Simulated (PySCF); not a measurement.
Se(I)(GeH3) (GeH3ISe), SMILES [GeH3][Se]I.

Geometry: B3LYP-D3(BJ)/def2-SVP. The structure was generated by enumeration, and PubChem lists no compound with its InChIKey, so it may never have been made. The def2 effective core potentials stand for the cores of I; spin–orbit coupling is left out.

These are B3LYP-D3(BJ)/def2-SVP run with PySCF values and carry that method's errors.

Frequencies are harmonic and unscaled.

```tsv
mode	ν (cm⁻¹)	IR (km/mol)	Raman (Å⁴/amu)	depolarisation	moving atoms (share of kinetic energy)
1	74	0.2	2.6	0.52	Ge 46 %, I 31 %, Se 18 %
2	116	0.1	0.1	0.75	H 98 %
3	236	1.5	12.1	0.21	Se 59 %, I 38 %
4	275	9.1	5.6	0.37	Se 50 %, Ge 48 %
5	525	7.1	9.0	0.73	H 93 %
6	539	8.2	11.9	0.75	H 96 %
7	808	276.6	23.7	0.43	H 97 %
8	858	37.8	29.8	0.75	H 99 %
9	879	34.5	20.9	0.75	H 99 %
10	2128	88.8	364.7	0.08	H 99 %
11	2148	68.1	153.9	0.53	H 99 %
12	2150	93.2	95.0	0.75	H 98 %
```
